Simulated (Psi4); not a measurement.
MP2, SCS-MP2 and SOS-MP2 from spin components

System: H$_{4}$AlO$_{4}$ (SMILES [OH][Al-]([OH])([OH])[OH]), charge -1, singlet, geometry from GFN2-xTB (such geometries of metal compounds can be far from the true shape) (a gas-phase anion, which may not be bound at this level). Level: Psi4 with MP2/def2-SVP. Sums are taken with unrounded values, so a last digit can differ.

Psi4 was given this input:
```
memory 2 GB

molecule mol {
-1 1
Al   -0.000000   -0.000000    0.000000
O     1.593138   -0.424139   -0.584714
H     1.748734   -0.424338   -1.518959
O     0.132413    0.263587    1.724199
H     0.861441    0.772191    2.051100
O    -0.524221    1.408371   -0.895298
H    -1.433353    1.668321   -0.841175
O    -1.201331   -1.247819   -0.244187
H    -1.176823   -2.016174    0.309034
}

set {
  basis def2-svp
  reference rhf
  freeze_core true
}

energy('mp2')
print_variables()
```

It gave an SCF energy of -543.627085 Eh, a same-spin correlation energy of -0.219086 Eh and an opposite-spin one of -0.604277 Eh.

Work out the MP2, SCS-MP2 (6/5 and 1/3) and SOS-MP2 (1.3 and 0) correlation and total energies.

MP2: -0.604277 + (-0.219086) = -0.823363 Eh, total -544.450449 Eh, as the program printed. SCS-MP2: 1.2 × (-0.604277) + (-0.219086)/3 = -0.798162 Eh, total -544.425247 Eh. SOS-MP2: 1.3 × (-0.604277) = -0.785561 Eh, total -544.412646 Eh. Opposite spins carry 73 % of the MP2 correlation; same-spin pairs are already kept apart by exchange.
